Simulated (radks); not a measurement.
The numbers below are computed, except where a source is named.
Ionisation of the thallium ion Tl2+, [Xe] 4f14 5d10 6s1, to [Xe] 4f14 5d10 as the strength of local exchange is varied. Code: a radial shooting solver on a logarithmic mesh with Libxc functionals. Model: Dirac Kohn-Sham, Slater X-alpha exchange (alpha = 2/3 is LDA exchange), no correlation, spin-unpolarised, spherical densities, finite nucleus; Fermi nuclear charge, rms radius 5.4759 fm.

alpha	E(Tl2+) (hartree)	exchange (hartree)	IE (eV)	-e of the level emptied (eV)	<r> of it (bohr)
0.583	-20217.7879	-315.6073	28.327	23.577 (6s1/2)	2.316
0.625	-20240.5379	-338.7405	28.808	24.046 (6s1/2)	2.300
0.63	-20243.2480	-341.4980	28.865	24.102 (6s1/2)	2.298
0.667	-20263.3146	-361.9268	29.292	24.518 (6s1/2)	2.283
0.998	-20443.7478	-546.5151	33.218	28.374 (6s1/2)	2.161
1.041	-20467.3090	-570.7366	33.743	28.893 (6s1/2)	2.146

NIST Atomic Spectra Database: 29.852 eV (measured). The Delta-SCF value meets it near alpha = 0.71. Spin polarisation and multiplet splitting are left out, so open shells lie too high by an amount that depends on their filling.

Beside tabulated values, note that spin-unpolarised runs miss the spin-polarisation part of the exchange energy of open shells.
